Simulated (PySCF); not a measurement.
C5H3O2S (charge -1).
Bonds: O1–C2 (double), C2–C3, C3–C4 (aromatic), C4–C5 (aromatic), C5–S6 (aromatic), S6–C7 (aromatic), C7–O8, C3–C7 (aromatic). Hydrogens: H9 on C2; H10 on C4; H11 on C5.

Structure optimised with GFN2-xTB, isolated species.

List the bond lengths, angles and torsions at this level.

| bond | length (pm) | order |
| --- | --- | --- |
| O1=C2 | 123.1 | double |
| C2–C3 | 141.3 | single |
| C3–C4 | 142.8 | aromatic |
| C4–C5 | 134.2 | aromatic |
| C5–S6 | 174.9 | aromatic |
| S6–C7 | 184.3 | aromatic |
| C7–O8 | 121.8 | single |
| C3–C7 | 141.3 | aromatic |
| C2–H9 | 111.3 | single |
| C4–H10 | 107.8 | single |
| C5–H11 | 107.4 | single |

Orders are formal, as drawn. A selection of angles:
| angle | degrees |
| --- | --- |
| O1–C2–C3 | 127.4 |
| C2–C3–C4 | 125.2 |
| C2–C3–C7 | 120.7 |
| C4–C3–C7 | 114.1 |
| C3–C4–C5 | 114.7 |
| C4–C5–S6 | 112.7 |
| C5–S6–C7 | 91.2 |
| S6–C7–O8 | 120.5 |
| C3–C7–S6 | 107.2 |
| C3–C7–O8 | 132.2 |

Dihedral angles: O1–C2–C3–C4 0° (synperiplanar).

Of the pairs four or more bonds apart, O8···H9 is among the closest relative to their van der Waals radii: 2.59 Å, 95 % of the sum of Bondi's values. The 5-membered ring C3–C4–C5–S6–C7 has internal angles of 91.2° to 114.7°; it is planar, 0.00 Å rms from its mean plane, widest ring torsion 0°. S6 (thiophene-type sulfur) is bent (angle 91.2°). C2 (aldehyde carbon) is planar (angles 127.4°, 119.5° and 113.1°, sum 360.0°, 0.00 Å off the plane of its three neighbours). C7 (aromatic carbon bearing oxygen) is planar (angles 132.2°, 120.5° and 107.2°, sum 360.0°, 0.00 Å off the plane of its three neighbours). C3 (substituted aromatic carbon) is planar (angles 125.2°, 120.7° and 114.1°, sum 360.0°, 0.00 Å off the plane of its three neighbours). The C–C distances run from 1.342 Å (C4–C5, aromatic) to 1.428 Å (C3–C4, aromatic), a spread of 0.086 Å.

Point group: Cs (every atom within 0.08 Å of its image). No frequency check.

One conformer stands for the species.

The numbers are calculated, not measured.
